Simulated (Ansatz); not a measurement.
A structure relaxed at PBE0-D4/def2-TZVP, charge 0, multiplicity 1:

Cartesian coordinates in Å:
```
C -2.4897 -1.2748 0.2722
C -1.1319 -0.6853 0.0936
C -0.8645 0.6206 0.5045
C 0.3941 1.2088 0.3792
C 0.6328 2.6010 0.8566
O 1.4026 0.6209 -0.1300
Al 1.4305 -1.0117 -0.9322
O 2.5966 -2.0534 -0.2569
O 1.4758 -0.7930 -2.6202
O -0.2659 -1.4500 -0.4422
H -2.8844 -1.5532 -0.7082
H -3.1795 -0.5907 0.7625
H -2.4060 -2.1954 0.8545
H -1.6621 1.1959 0.9507
H -0.2527 3.0440 1.3082
H 1.4523 2.5954 1.5792
H 0.9582 3.2123 0.0112
H 2.6659 -2.2521 0.6729
H 2.1277 -1.2394 -3.1557
```

Question: Give its formula and SMILES.

Answer: C5H9AlO4, `CC1=CC(C)=[O+][Al-]([OH])([OH])[O]1`.

Question: Point group (tolerance 0.08 Å, 0.16 Å for H)?

Answer: Cs.

Question: Summarise the bond lengths by kind.

Answer: 4 × C–C 1.395 to 1.491 Å; 7 × C–H 1.080 to 1.093 Å; 2 × C–O 1.274 Å; 4 × Al–O 1.703 to 1.819 Å; 2 × H–O 0.953 to 0.954 Å.

Computed with Ansatz.
